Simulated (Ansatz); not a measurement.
```yaml
crystal:
  periodic: [false, false, false]
  atoms:
    - {symbol: F, position_ang: [0.990669, -0.490719, -1.436644]}
    - {symbol: B, position_ang: [-0.153208, -0.992652, -0.920103]}
    - {symbol: Cl, position_ang: [-0.833801, -2.380686, -1.776875]}
    - {symbol: O, position_ang: [-0.702542, -0.465325, 0.149070]}
    - {symbol: In, position_ang: [0.102300, 1.136006, 1.120077]}
    - {symbol: H, position_ang: [-0.551286, 2.582209, 0.511215]}
    - {symbol: H, position_ang: [1.147858, 0.611178, 2.353260]}
basis:
  gaussian: {orbitals: STO-3G}
total_charge: 1
magnetization: {spin_polarized: true, initial_magnetization: 2}
hamiltonian: {xc: {name: wB97X}}
output: {forces: true}
```

```sh
$ ansatz run in.yaml --threads 4 --pin off --events-out ev --progress --plain --max-ram 10444MiB
```

Shortened log:

```
Error: a molecule whose nuclei and cores have a total charge of 90 cannot have a net charge of 1 together with 2 unpaired electrons
```

What is wrong with this run?

The number of unpaired electrons doesn't fit the electron count. The input was rejected before any iteration.
